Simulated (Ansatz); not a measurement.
`[SiH3][SiH2]C[TeH]` → `C[Te][SiH2][SiH3]`  (isomerisation)

Computed with Ansatz on PBE0-D4/def2-TZVP structures; ΔE is electronic, products minus reactants. CCSD(T)/CBS adds triple-zeta CCSD(T) − MP2 to the extrapolated MP2 energy (def2 sets, frozen cores). def2 core potentials past Kr. For Te outer-core shells are correlated without core-valence functions, which leaves a few kJ/mol of doubt a bond. Each species was taken in one conformer, which may not be the lowest.

| species | SCS-MP2/def2-QZVPP energy (Eh) |
| --- | --- |
| `[SiH3][SiH2]C[TeH]` | -888.48305 |
| `C[Te][SiH2][SiH3]` | -888.50689 |

(1) Work out ΔE.

Largest T1 diagnostic among the species: 0.012.

Answers

(1) ΔE = (-888.50689) − (-888.48305) = -0.02384 Eh = -0.65 eV. CCSD(T)/CBS gives -0.64 eV.

The D4 term adds +0.03 eV with B3LYP and +0.02 eV with PBE0; it sums over pairs of atoms, weighted by their polarisabilities, and B3LYP, whose exchange is more repulsive, gets the larger term. In def2-TZVPP, CCSD(T) changes the Hartree–Fock value by +0.10 eV (the triples alone add +0.00 eV) and MP2 by +0.06 eV.

B3LYP here is the variant with VWN-RPA as its local correlation; programs differ in this.
